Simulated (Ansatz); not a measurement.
One geometry of KBi₄⁻, several levels of theory.

```yaml
crystal:
  periodic: [false, false, false]
  atoms:
    - {symbol: K, position_ang: [0.524306, 2.480503, -0.151497]}
    - {symbol: Bi, position_ang: [1.511736, -0.364146, -1.710235]}
    - {symbol: Bi, position_ang: [0.801413, -1.464327, 1.065648]}
    - {symbol: Bi, position_ang: [-1.349754, -1.130357, -0.907091]}
    - {symbol: Bi, position_ang: [-1.487690, 0.478318, 1.703185]}
basis:
  gaussian: {orbitals: def2-TZVPD, initial_orbitals: start.molden}
total_charge: -1
hamiltonian: {xc: pbe0, dispersion: d4}
scf: {omitted_lower_state_checks: [starts]}
output: {orbitals: {seedname: orbitals}}
```

The file start.molden holds the orbitals of an earlier run on this structure, at another level or in another basis.

```sh
$ ansatz run in.yaml --threads 4 --pin off --events-out ev --progress --plain --max-ram 4787MiB
```

It prints (some lines left out):

```
Functional definition: PBE0
2167 factors; their error is unknown
mean field evaluation 1: about -39674.8553 eV, gradient 1.3e2 eV
mean field evaluation 2: about -39681.0876 eV, gradient 1.1e1 eV
mean field evaluation 4: about -39686.8482 eV, gradient 1.6e1 eV
mean field evaluation 8: about -39689.6403 eV, gradient 4.4e-1 eV
mean field -39689.64038484 eV, -1458.5673815383 hartree, gradient 1.5e-5 eV, S^2 0.000000; 0 other end points of the search recorded, 0 dependent functions left out
reference -39689.64041743 eV, -1458.5673827361 hartree; 56, 56 occupied and 204, 204 virtual orbitals, 2167 factors
Total energy: -39689.97320328 eV, -1458.5796123906 hartree
Checks for a lower state left out: starts
```

It took 16 s on 4 threads of Arm Neoverse V2 on a shared host, peak host memory 1.3 GiB.

Geometry: r2SCAN-D4/def2-SVPD.

In the def2 sets Bi takes a core potential; there is no spin–orbit coupling. The restricted singlet is unstable towards broken spin symmetry in Hartree–Fock (as tested in another run); at PBE0-D4/def2-TZVPD this wasn't settled. The structure comes from a short search, and lower isomers may exist.
